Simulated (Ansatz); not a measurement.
Start from `[CH3][Sc]1234([OH])[C@H]5[C@@H]1[C@@H]2[C@@H]3[C@H]54` and change one atom or group (the configuration at a centre changes too) to get `CC[C@]12[C@H]3[C@H]4[C@H]5[C@@H]1[Sc]4532([CH3])[OH]`.

Ansatz, PBE0-D4/def2-TZVP geometries, multiplicity 1. Each molecule was computed in one conformer, which needn't be the lowest.

Scalar relativity is left out up to krypton.

```
                                      property  `[CH3][Sc]1234([OH])[C@H]5[C@@H]1[C@@H]2[C@@H]3[C@H]54`
          HOMO–LUMO gap (PBE0/def2-TZVPP) / eV                                                     5.04
       HOMO–LUMO gap (ωB97M-V/def2-TZVPP) / eV                                                     8.97
size of the dipole moment (PBE/def2-TZVPP) / D                                                     1.79
         LUMO energy (ωB97M-V/def2-TZVPP) / eV                                                     0.22
             LUMO energy (PBE/def2-TZVPP) / eV                                                    -2.40
         HOMO energy (ωB97M-V/def2-TZVPP) / eV                                                    -8.74
```

Problem. What does the change do to each property? (Estimate.)

Solution. Ansatz gave: 
| property | `CC[C@]12[C@H]3[C@H]4[C@H]5[C@@H]1[Sc]4532([CH3])[OH]` | shift |
| --- | --- | --- |
| HOMO–LUMO gap (PBE0/def2-TZVPP) / eV | 5.30 | 0.26 |
| HOMO–LUMO gap (ωB97M-V/def2-TZVPP) / eV | 9.24 | 0.27 |
| size of the dipole moment (PBE/def2-TZVPP) / D | 2.06 | 0.27 |
| LUMO energy (ωB97M-V/def2-TZVPP) / eV | 0.61 | 0.39 |
| LUMO energy (PBE/def2-TZVPP) / eV | -2.07 | 0.33 |
| HOMO energy (ωB97M-V/def2-TZVPP) / eV | -8.63 | 0.11 |

With PBE0 the HOMO rises by 0.10 eV and the LUMO rises by 0.36 eV, so the gap widens by about 0.26 eV. PBE moves the HOMO by 0.10 eV and ωB97M-V by 0.11 eV. Dipoles are sizes alone; their direction can turn.
